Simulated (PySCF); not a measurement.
# `F[C@H]1C[SiH2][C@@H](F)C1`, C4H8F2Si

Geometry:
| atom | x (Å) | y (Å) | z (Å) |
| --- | --- | --- | --- |
| F1 | 0.783 | 1.416 | 1.305 |
| C2 | 0.580 | 1.153 | -0.037 |
| C3 | 1.375 | -0.094 | -0.412 |
| Si4 | 0.319 | -1.539 | 0.248 |
| C5 | -1.298 | -0.484 | 0.240 |
| F6 | -1.797 | -0.379 | 1.532 |
| C7 | -0.907 | 0.902 | -0.280 |
| H8 | 0.926 | 2.052 | -0.565 |
| H9 | 2.372 | -0.031 | 0.017 |
| H10 | 1.486 | -0.130 | -1.494 |
| H11 | 0.233 | -2.647 | -0.705 |
| H12 | 0.650 | -1.941 | 1.609 |
| H13 | -2.129 | -0.892 | -0.344 |
| H14 | -1.502 | 1.670 | 0.217 |
| H15 | -1.094 | 0.951 | -1.353 |

The calculation used TDDFT BHandHLYP/def2-SVPD circular dichroism and optical rotation, one conformer, gas phase (PySCF). Geometry: GFN2-xTB.

States above about 9.5 eV (minus the energy of the highest occupied orbital) lie near or above the ionisation threshold and depend on the basis.

Question: Draw the ECD and absorption spectra from the lowest 16 states, each a Gaussian of half-width 0.3 eV at 1/e height.

Answer: 
```tsv
E (eV)	λ (nm)	Δε (L mol⁻¹ cm⁻¹)	ε (L mol⁻¹ cm⁻¹)
7.28	170	-0.33	118
7.38	168	-0.93	326
7.48	166	-2.12	724
7.58	164	-3.93	1300
7.68	161	-5.83	1930
7.78	159	-6.65	2400
7.88	157	-4.84	2670
7.98	155	+0.65	2950
8.08	153	+9.31	3560
8.18	152	+18.32	4610
8.28	150	+23.68	5880
8.38	148	+22.94	7010
8.48	146	+17.25	7730
8.58	144	+10.16	8040
8.68	143	+4.18	8170
8.78	141	-1.32	8450
8.88	140	-8.50	8850
8.98	138	-17.63	8890
9.08	137	-25.66	8200
9.18	135	-28.71	7180
9.28	134	-25.35	6840
9.38	132	-17.11	7970
9.48	131	-6.97	10400
9.58	129	+1.91	12800
```
Δε uses R in velocity form, ε uses f in length form. Only the states computed contribute, so the short-wavelength end is incomplete.
